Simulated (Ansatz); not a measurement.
[II2]- (I₃⁻), relaxed as a singlet with RKS PBE-D4/def2-SVPD in Ansatz, starting from the GFN2-xTB geometry. Force threshold 0.02 eV/Å.

In the def2 sets I takes a core potential; there is no spin–orbit coupling.

Start:

```xyz
3

I     0.005    0.001   -0.002
I     1.498   -1.624   -1.965
I    -1.503    1.623    1.966
```

```json
{"step": "1", "energy (eV)": "-24306.2209", "largest force component (eV/Å)": "0.222", "SCF passes": "25"}
{"step": "2", "energy (eV)": "-24306.2283", "largest force component (eV/Å)": "0.052", "SCF passes": "26"}
{"step": "3", "energy (eV)": "-24306.2287", "largest force component (eV/Å)": "0.002", "SCF passes": "27"}
```

Force components are those of the run's own axes.

End:

```xyz
3

I     0.0001    0.0000    0.0000
I     1.5202   -1.6449   -1.9914
I    -1.5203    1.6449    1.9914
```

By distances, no bond broke or formed. The bond that changes most is I1–I2, from 2.95 to 3.00 Å (atoms count from 1).

No frequencies were taken in this run, so the end may be a saddle point.

Hardware: 4 threads of Intel Xeon on a shared host. Wall time 15 s.
